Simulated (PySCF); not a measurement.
Problem. What does the PBE0-D3(BJ)/def2-SVP structure of `N[SiH](N)S` look like in three dimensions?

Solution. 
```xyz
10
H6N2SSi angstrom
N     -0.706    1.395   -0.181
Si     0.131   -0.037    0.276
N     -0.842   -1.344   -0.262
S      2.043   -0.494   -0.629
H     -0.476    2.270    0.274
H     -0.946    1.542   -1.156
H      0.410    0.151    1.734
H     -0.477   -2.288   -0.301
H     -1.845   -1.319   -0.124
H      2.760    0.103    0.346
```

Any rigid rotation of these coordinates is as good. Atoms count from 1 in this order. N1 (silicon-bound nitrogen) has angles 119.4°, 119.3° and 111.2°, sum 349.8°, 0.22 Å off the plane of its three neighbours. Si2 (SiH silicon) is distorted tetrahedral (angles from 102.1° to 120.4°).

Bonds between heavy atoms (Å): N1–Si2 1.720, Si2–N3 1.716, Si2–S4 2.164.

The calculation used PBE0-D3(BJ)/def2-SVP geometry optimisation, gas phase in PySCF 2.14.0.

Point group: C1 (no symmetry element, even within 0.4 Å). Stationary, but not proved a minimum. The numbers are those of one conformer (H–N1–Si2–N3 161° and -57°, N1–Si2–N3–H 166° and -44°, N1–Si2–S4–H 93°).
